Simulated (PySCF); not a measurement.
## Working out the ionisation energy of As²⁺

As²⁺ [Ar] 3d10 4s2 4p1 (2P) → As³⁺ [Ar] 3d10 4s2 (1S). Computed with PySCF 2.14 in aug-cc-pVTZ-PP with one added diffuse shell each of s, d, f type with ECP10MDF (7s5p5d3f, 68 functions), with scalar relativity through the core potential. Frozen: 3s2 3p6 3d10. Energies in hartree (1 hartree = 27.21139 eV):

| part | As²⁺ (lower) | As³⁺ (upper) |
| --- | --- | --- |
| UHF | -330.203463 | -329.193547 |
| MP2 opposite-spin | -0.037852 | -0.030913 |
| MP2 same-spin | -0.002650 | 0.000000 |

Task: What does Hartree-Fock give?

Result: (-329.193547) − (-330.203463) = 1.009916 hartree = 27.481 eV.

Task: What do MP2 and SCS-MP2 (6/5 opposite-spin, 1/3 same-spin) give?

Result: The opposite-spin parts differ by 0.189 eV and the same-spin parts by 0.072 eV. MP2: 27.481 + (0.189) + (0.072) = 27.742 eV. SCS-MP2: 27.481 + 1.2 × (0.189) + (0.072)/3 = 27.732 eV.

Reference: 28.349 ± 0.012 eV (measured; NIST Atomic Spectra Database, ionization energies), between the lowest levels; spin-orbit coupling is absent from the calculation.

What remains against the reference includes basis incompleteness, the frozen core and correlation beyond second order.
